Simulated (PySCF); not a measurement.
CH3Cl2Si, SMILES C[Si](Cl)Cl (connectivity only; charge and spin as stated), charge +1, multiplicity 1. Atoms are numbered in the order given.

```xyz
7

C     -2.0680    -0.5229    -0.0325
Si    -0.3069    -0.0798    -0.0163
Cl     1.1122    -1.4389     0.2401
Cl     0.2992     1.7965    -0.2134
H     -2.4499    -0.4393     1.0035
H     -2.2036    -1.5632    -0.3687
H     -2.6366     0.1779    -0.6649
```
Charge +1, spin multiplicity 1.

Geometry: r2SCAN-D4/def2-SVP. The multiplicity is an assumed one; other spin states were not compared. The isomer is the one that the SMILES or the coordinates give; other isomers of the formula were not compared.

Two levels are set side by side: PBE/pcSseg-1 (PySCF) and HF/pcSseg-1 (PySCF). GIAO shifts against HCl (³⁵Cl), TMS (²⁹Si), TMS (¹H), TMS (¹³C) at the same level; non-relativistic, no solvent, atoms listed together averaged. Without spin–orbit terms, shifts of atoms bonded to Cl or Br come out too high at both levels. Differences are taken from unrounded values.

```csv
quantity,HF
δ(¹³C) of C1 (ppm),10.3
δ(²⁹Si) of Si2 (ppm),195.0
"δ(³⁵Cl) of Cl3, Cl4 (ppm)",221.7
```

**Question.** What does PBE give, and how far is it from HF? (Estimate from the structure and the level; the computed values follow.)

**Answer.** 
| quantity | PBE | PBE minus HF |
|---|---|---|
| δ(¹³C) of C1 (ppm) | 19.5 | 9.2 |
| δ(²⁹Si) of Si2 (ppm) | 189.0 | -6.0 |
| δ(³⁵Cl) of Cl3, Cl4 (ppm) | 395.0 | 173.3 |

Rough cost on one machine, each run with all the roots and properties that it gave: HF against PBE within a factor of 2.
